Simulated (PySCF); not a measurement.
BCl₂I, SMILES ClB(Cl)I. Coordinates come from a B3LYP-D3(BJ)/def2-SVP optimisation. The def2 effective core potentials stand for the cores of I; spin–orbit coupling is left out.

Computed equilibrium geometry at B3LYP-D3(BJ)/def2-SVP (PySCF confirms it by a frequency run) as a Z-matrix, and its point group:
point group C2v.
```
B
Cl 1 1.7470
Cl 1 1.7470 2 119.97
I 1 2.1425 2 120.02 3 180.00
```
